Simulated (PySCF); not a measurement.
CH₂F₂O₂Si, SMILES O=C(O)[SiH](F)F.

Geometry optimised at B3LYP-D3(BJ)/def2-SVP. This is a generated structure with no PubChem entry under its InChIKey; it may be hypothetical. The values are those of a single conformer.

All values below come from PBE/def2-TZVP in PySCF.

The molecule is in vacuum.

Computed frontier levels, gap, dipole moment and polarisability:
```yaml
highest_occupied_level: -6.87 eV
lowest_empty_level: -2.57 eV
orbital_gap: 4.31 eV
dipole_moment: 2.75 D
quadrupole, principal values (traceless, Buckingham form, about the centre of nuclear charge): -5.04, -2.43, 7.46 D·Å
mean_static_polarisability: 43.0 bohr³ (6.37 Å³)
polarisability_principal_values: 32.8, 45.0, 51.0 bohr³
```
